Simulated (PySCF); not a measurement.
C3H10NOSi (doublet state).
Geometry (GFN2-xTB, Å), atoms numbered from 1 in this order:
```xyz
16
C3H10NOSi angstrom
C     -2.2619    0.2207    0.5188
C     -1.4159    0.4502   -0.7322
O     -0.0280    0.3798   -0.5099
C      0.4791   -0.9239   -0.2653
Si     2.3674   -0.6958   -0.3058
N      2.7347    0.3329    1.0232
H     -3.3035    0.4365    0.2956
H     -2.1865   -0.8099    0.8579
H     -1.9268    0.8776    1.3184
H     -1.5869    1.4617   -1.1130
H     -1.7042   -0.2726   -1.5120
H      0.1192   -1.3100    0.6943
H      0.1347   -1.6116   -1.0485
H      2.7811   -0.2384   -1.6381
H      2.1032    1.1028    1.2026
H      3.6865    0.6090    1.2025
```

The hyperfine couplings belong to this conformer and change with its torsions.

Identity: `CCOC[SiH]N` [radical].

Theory: UKS B3LYP, pcH-1 on C H N O Si, non-relativistic, mean-field spin-orbit, GIAO (PySCF 2.14.0). The structure is a single GFN2-xTB conformer in the gas phase; no vibrational or solvent corrections. A GFN2-xTB geometry isn't a minimum of the functional, and hyperfine couplings can be far from their values at a DFT geometry, by a factor of two or more for some ions and for spin on atoms past the first row. No stability test was run, so a lower SCF solution isn't excluded.

(1) Break the g tensor into its mass correction, gauge correction and orbital-Zeeman/spin–orbit terms.

(2) How much does each term add to the isotropic shift?

(3) What are the electron Larmor frequencies g μB B/h along the three axes at 330 mT?

(4) In a frozen sample, at which fields do the three g values resonate at 9.5, 34, 94 and 263 GHz (hyperfine left aside), and which band first spreads them over more than twice a line width of 0.5 mT?

Answers

(1) 
| Δg (ppm) | 1 | 2 | 3 |
| --- | --- | --- | --- |
| relativistic mass correction | -147 | -147 | -147 |
| gauge correction | 66 | 56 | 90 |
| orbital Zeeman/spin–orbit | -80 | 130 | 920 |
| total | -162 | 39 | 862 |

So g = 2.00216, 2.00236, 2.00318 and g_iso = 2.00257; the tensor is rhombic: the two nearest values differ by 20 % of g3 − g1. 

(2) The orbital-Zeeman/spin–orbit term 323, the mass correction -147 and the gauge correction 70 ppm, for a total of 246 ppm. The orbital-Zeeman/spin–orbit term is the largest in size. The mass correction is the same along every axis, so the anisotropy comes from the other two: their spans along these axes are 34 (gauge) and 1000 ppm (orbital Zeeman/spin–orbit).

(3) 9.2475, 9.2484, 9.2522 GHz for g1, g2 and g3, a range of 4.7 MHz.

(4) 
```tsv
band	GHz	B(g3) mT	B(g2) mT	B(g1) mT	spread mT
X	9.5	338.84	338.98	339.01	0.17
Q	34.0	1212.68	1213.18	1213.30	0.62
W	94.0	3352.71	3354.09	3354.42	1.71
J	263.0	9380.45	9384.31	9385.25	4.80
```

The spread grows in proportion to the frequency. W band is the first where it exceeds 1.0 mT.

The largest Mulliken spin population is on Si5 (+0.87). The angles at Si5 add up to 332.2°, so it is pyramidal.

The HOMO–LUMO gaps are 5.84 eV among the α and 5.00 eV among the β orbitals.

The run took 81 s (with the writing of density and orbital grids) on an Arm Neoverse V1 with one thread, shared host with 32 logical CPUs at a one-minute load of 72, and the process peaked at 0.92 GiB of memory.
